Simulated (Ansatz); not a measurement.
## C4H8N2SSi: where a starting geometry ends

The starting geometry of this gas-phase singlet was optimised with GFN2-xTB; its bonds are those of `Cn1ccnc1S[SiH3]`.

```xyz
16

C    -2.8717    1.1530   -1.0186
C    -0.5616    2.1372   -1.2848
C     0.6906    1.6042   -1.2743
C    -0.6810   -0.0091   -0.9692
N    -1.4404    1.0967   -1.0882
N     0.6031    0.2593   -1.0753
S    -1.1589   -1.6291   -0.7091
Si    0.9923   -2.0912   -0.7482
H    -3.1976    2.1839   -1.1388
H    -3.2150    0.7704   -0.0552
H    -3.3104    0.5364   -1.8058
H    -0.9022    3.1440   -1.4113
H     1.6387    2.0873   -1.3947
H     1.5935   -1.5099    0.4355
H     1.4696   -1.8865   -2.1013
H     0.8783   -3.5416   -0.5279
```

Task: Predict what becomes of its bonds when it is optimised with PBE0-D3(BJ)/def2-SVP.

Result: It keeps its bonds, and is `Cn1ccnc1S[SiH3]`.

The energy falls by 0.28 eV over 9 steps:

```
step  E − E(last) (eV)
   1             0.277
   2             0.109
   3             0.062
   4             0.026
   5             0.009
   6             0.000
   7             0.000
   8             0.000
   9             0.000
```

Final geometry (Å):

```
atom    x (Å)    y (Å)    z (Å)
   C  -2.8497   1.1048  -1.0136
   C  -0.6319   2.2884  -1.3039
   C   0.6658   1.8436  -1.3083
   C  -0.5538   0.1211  -0.9920
   N  -1.4131   1.1701  -1.0986
   N   0.6998   0.4901  -1.1129
   S  -1.0859  -1.5281  -0.7232
  Si   0.9221  -2.3530  -0.7057
   H  -3.2628   2.1148  -1.1233
   H  -3.1643   0.6973  -0.0409
   H  -3.2599   0.4657  -1.8102
   H  -1.0685   3.2767  -1.4247
   H   1.5751   2.4272  -1.4418
   H   1.7265  -1.8266   0.4273
   H   1.5990  -2.1857  -2.0178
   H   0.6289  -3.8013  -0.4777
```

No frequencies were run, so the end isn't proven a minimum. Run with Ansatz 0.2.0, 32 s on 4 threads of Arm Neoverse V1, with other jobs on the host.
